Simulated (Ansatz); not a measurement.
**Two-coordinate energy map**

C$_{2}$H$_{3}$NSi (SMILES C=[Si]=C=N), singlet, PBE0-D4/def2-TZVP minimum:

```xyz
7
angstrom
C -0.9885 1.1732 -0.1323
Si 0.2814 1.0855 1.0795
C 0.8029 -0.6071 0.3618
N 1.2188 -1.6377 0.0236
H -1.2395 0.4581 -0.9092
H -1.6357 2.0494 -0.1404
H 1.5605 -2.5212 -0.2831
```

Rows set the bond length N4–H7 (Å; 0.996 at the minimum), columns the dihedral angle H5–C1–Si2–C3 (°; 0.0), set in this order; the parts move rigidly, in a bend the first-named atom's side turns in the plane, and in a torsion the whole end group turns. CCSD(T) energies count from the value at that structure, in kJ/mol. Ansatz 0.2.0; basis: def2-TZVPP; cores frozen in the correlated methods.

| N4–H7 \ H5–C1–Si2–C3 | 25.6 | 61.6 | 97.6 | 133.6 | 169.6 |
| --- | --- | --- | --- | --- | --- |
| 0.896 | 48.8 | ? | ? | 95.0 | 39.2 |
| 0.925 | 32.9 | 119.3 | 192.2 | 79.1 | 23.3 |
| 0.968 | 20.7 | 107.2 | 180.2 | 66.9 | 11.0 |
| 1.017 | 19.6 | 106.2 | 179.2 | 65.9 | 9.8 |
| 1.072 | 30.3 | 117.1 | 190.2 | 76.6 | 20.5 |
| 1.132 | 52.1 | ? | 212.1 | 98.5 | 42.3 |
| 1.195 | 82.5 | 169.4 | 242.6 | 128.8 | 72.6 |

Question: Fill in the withheld cells. (Judge from chemistry; the value comes from the calculation.)

Answer: By the calculation: (0.896, 61.6): 135.1; (0.896, 97.6): 208.0; (1.132, 61.6): 139.0 kJ/mol. These count from the CCSD(T) energy at the PBE0-D4 minimum.

The same grid for a cheaper method: HF − CCSD(T), both counted from the minimum, in kJ/mol:
```csv
N4–H7 \ H5–C1–Si2–C3,25.6,61.6,97.6,133.6,169.6
0.896,-2.7,12.4,32.0,4.2,-5.0
0.925,-1.2,13.9,33.5,5.7,-3.5
0.968,1.3,16.4,35.9,8.2,-1.0
1.017,4.4,19.5,38.9,11.3,2.1
1.072,8.1,23.2,42.4,15.0,5.8
1.132,12.5,27.6,46.7,19.4,10.2
1.195,17.4,32.6,51.4,24.3,15.0
```

No T1 diagnostic of these runs exceeds 0.059. The T1 diagnostic is large here, which may signal multireference character or strong orbital relaxation, so CCSD(T) is less sure. The restricted Hartree–Fock reference is unstable towards an unrestricted one here. A large double-excitation amplitude points to some diradical character; no triplet was computed.

For scale, one of the runs: CCSD(T)/def2-TZVPP, 177 basis functions (an equivalent command: `ansatz run in.yaml --threads 2`). The run took 61 s on 2 CPU threads (shared host), with 1.6 GiB of host memory at its peak.
